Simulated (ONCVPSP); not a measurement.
## u(r) = r·R(r): atom against pseudo-atom (chlorine)

Columns: radius, all-electron u(r) and pseudo u(r) of the 3s shell (level -21.34 eV) of chlorine in the configuration [Ne] 3s1 3p6; LDA (Perdew-Wang 92), scalar-relativistic, ONCV scheme, ONCVPSP 4.0.1.

| r (bohr) | all-electron | pseudo |
| --- | --- | --- |
| 0.062 | 0.2220 | 0.0278 |
| 0.125 | -0.0183 | 0.0589 |
| 0.188 | -0.2694 | 0.0935 |
| 0.250 | -0.4113 | 0.1300 |
| 0.312 | -0.4429 | 0.1677 |
| 0.375 | -0.3887 | 0.2081 |
| 0.438 | -0.2773 | 0.2528 |
| 0.500 | -0.1368 | 0.3029 |
| 0.562 | 0.0158 | 0.3582 |
| 0.625 | 0.1701 | 0.4170 |
| 0.688 | 0.3149 | 0.4753 |
| 0.750 | 0.4432 | 0.5320 |
| 0.812 | 0.5547 | 0.5902 |
| 0.875 | 0.6500 | 0.6526 |
| 0.938 | 0.7272 | 0.7168 |
| 1.000 | 0.7866 | 0.7763 |
| 1.062 | 0.8309 | 0.8253 |
| 1.125 | 0.8619 | 0.8603 |
| 1.188 | 0.8804 | 0.8802 |
| 1.250 | 0.8882 | 0.8882 |
| 1.312 | 0.8873 | 0.8872 |
| 1.375 | 0.8787 | 0.8787 |
| 1.438 | 0.8639 | 0.8638 |
| 1.500 | 0.8444 | 0.8444 |
| 1.562 | 0.8210 | 0.8210 |
| 1.625 | 0.7943 | 0.7942 |

(1) How many radial nodes do the two functions have?

(2) At about which radius was the pseudo-wave matched?

(3) Is the pseudo-wave norm-conserving?

Answers

(1) The all-electron 3s function has n − l − 1 = 2; the pseudo-wave has 0, since the states of the same l below it are removed with the core.

(2) 1.25 bohr, where the columns begin to agree (steps of 0.06 bohr).

(3) Yes: the ONCV scheme keeps the norm inside the radius equal to the all-electron one, which fixes the energy derivative of the logarithmic derivative at the level.
